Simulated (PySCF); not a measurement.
Compound: C₅H₈F₃ (doublet state).
Numbering: `[CH3:1][CH:2][C@H:3]([CH2:4][F:5])[CH:6]([F:7])[F:8]` (hydrogens: H9, H10, H11 on C1; H12 on C2; H13 on C3; H14, H15 on C4; H16 on C6)

Geometry (GFN2-xTB, Å), atoms numbered from 1 in this order:
```xyz
16
C5H8F3 angstrom
C      2.193   -0.088    0.142
C      0.880   -0.361   -0.469
C     -0.374   -0.122    0.286
C     -1.463   -1.133   -0.088
F     -2.548   -0.984    0.740
C     -0.935    1.297    0.024
F     -1.111    1.510   -1.301
F     -0.062    2.239    0.448
H      2.994   -0.518   -0.453
H      2.244   -0.480    1.159
H      2.375    0.992    0.216
H      0.804   -0.507   -1.532
H     -0.188   -0.175    1.364
H     -1.815   -0.978   -1.112
H     -1.101   -2.157    0.039
H     -1.898    1.473    0.527
```

The hyperfine couplings belong to this conformer and change with its torsions.

Level of theory: PySCF, UKS B3LYP, pcH-1 on C F H, non-relativistic, mean-field spin-orbit, GIAO. Geometry: GFN2-xTB, one conformer, isolated molecule. A GFN2-xTB geometry isn't a minimum of the functional, and hyperfine couplings can be far from their values at a DFT geometry. Stability of the SCF solution: not tested.

Problem. Break the g tensor into its mass correction, gauge correction and orbital-Zeeman/spin–orbit terms.

Solution. 
```json
{"Δg (ppm)": "relativistic mass correction", "1": "-148", "2": "-148", "3": "-148"}
{"Δg (ppm)": "gauge correction", "1": "7", "2": "36", "3": "27"}
{"Δg (ppm)": "orbital Zeeman/spin–orbit", "1": "-74", "2": "671", "3": "818"}
{"Δg (ppm)": "total", "1": "-215", "2": "559", "3": "697"}
```

So g = 2.00210, 2.00288, 2.00302 and g_iso = 2.00267; the tensor is rhombic: the two nearest values differ by 15 % of g3 − g1. Axes: g2 points within 14° of the C2–C3 bond.

Problem. At 94.498 GHz, how far is the centre of the isotropic spectrum from where a free electron (g = 2.002319) resonates?

Solution. B = hν/(g μB) with μB/h = 13.99624 MHz/mT gives 3371.92 mT for the free electron and 3371.34 mT at g_iso, 0.58 mT lower.

Problem. What effective moment and Curie constant follow for a powder?

Solution. With the mean of g² = 4.0107 and S(S+1) = 0.75: μ_eff = √(⟨g²⟩S(S+1)) = 1.734 μB and χT = 0.12505·⟨g²⟩·S(S+1) = 0.376 cm³ K/mol (cgs; spin-Hamiltonian part alone).

Problem. How much does each term add to the isotropic shift?

Solution. The orbital-Zeeman/spin–orbit term 472, the mass correction -148 and the gauge correction 23 ppm, for a total of 347 ppm. The orbital-Zeeman/spin–orbit term is the largest in size. The mass correction is the same along every axis, so the anisotropy comes from the other two: their spans along these axes are 29 (gauge) and 892 ppm (orbital Zeeman/spin–orbit).

Problem. In a frozen sample, at which fields do the three g values resonate at 9.5, 34, 94 and 263 GHz (hyperfine left aside), and which band first spreads them over more than twice a line width of 1.0 mT?

Solution. 
```
band    GHz  B(g3) mT  B(g2) mT  B(g1) mT  spread mT
   X    9.5    338.87    338.89    339.02       0.15
   Q   34.0   1212.78   1212.87   1213.33       0.55
   W   94.0   3352.99   3353.22   3354.51       1.53
   J  263.0   9381.23   9381.88   9385.50       4.27
```

The spread grows in proportion to the frequency. J band is the first where it exceeds 2.0 mT.

The Mulliken spin populations are largest on C2 (+1.02), C1 (-0.09), C3 (-0.08) and H11 (+0.07). C2 is the only atom above +0.15. The positive populations add up to 1.21 and the negative ones to -0.21, together 2S = 1. The angles at C2 add up to 358.4°, so it is nearly planar; its axial dipolar tensor and the negative coupling of its proton fit spin in a p orbital normal to that plane.

The HOMO–LUMO gaps are 7.03 eV among the α and 7.13 eV among the β orbitals.

On AMD EPYC, one thread, on a shared host, this took 98 s wall (grids of density and orbitals included) and 0.98 GiB of memory at its peak.
